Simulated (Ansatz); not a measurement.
Start from `O[Si]1(O[SiH3])CO1` and change one atom or group to get `O[Si]1([SnH3])CO1`.

Ansatz, PBE0-D4/def2-TZVP geometries, multiplicity 1. Each molecule was computed in one conformer, which needn't be the lowest.

Elements past krypton have def2 core potentials.

| property | `O[Si]1(O[SiH3])CO1` |
| --- | --- |
| LUMO energy (ωB97M-V/def2-TZVPP) / eV | 1.50 |
| size of the dipole moment (B3LYP/def2-TZVPP) / D | 1.32 |
| size of the dipole moment (ωB97M-V/def2-TZVPP) / D | 1.34 |
| HOMO–LUMO gap (B3LYP/def2-TZVPP) / eV | 6.95 |
| HOMO–LUMO gap (PBE/def2-TZVPP) / eV | 5.12 |
| HOMO–LUMO gap (ωB97M-V/def2-TZVPP) / eV | 11.39 |

What does the change do to each property? (An estimate is asked.)

Ansatz gave: 
```json
{"property": "LUMO energy (ωB97M-V/def2-TZVPP) / eV", "`O[Si]1([SnH3])CO1`": "1.03", "shift": "-0.47"}
{"property": "size of the dipole moment (B3LYP/def2-TZVPP) / D", "`O[Si]1([SnH3])CO1`": "2.23", "shift": "0.91"}
{"property": "size of the dipole moment (ωB97M-V/def2-TZVPP) / D", "`O[Si]1([SnH3])CO1`": "2.31", "shift": "0.97"}
{"property": "HOMO–LUMO gap (B3LYP/def2-TZVPP) / eV", "`O[Si]1([SnH3])CO1`": "6.34", "shift": "-0.61"}
{"property": "HOMO–LUMO gap (PBE/def2-TZVPP) / eV", "`O[Si]1([SnH3])CO1`": "4.75", "shift": "-0.37"}
{"property": "HOMO–LUMO gap (ωB97M-V/def2-TZVPP) / eV", "`O[Si]1([SnH3])CO1`": "10.55", "shift": "-0.84"}
```

With PBE0 the HOMO rises by 0.22 eV and the LUMO falls by 0.44 eV, so the gap narrows by about 0.66 eV. PBE moves the HOMO by 0.08 eV and ωB97M-V by 0.36 eV. Dipoles are sizes alone; their direction can turn.

B3LYP here is the variant with VWN-RPA as its local correlation; programs differ in this.
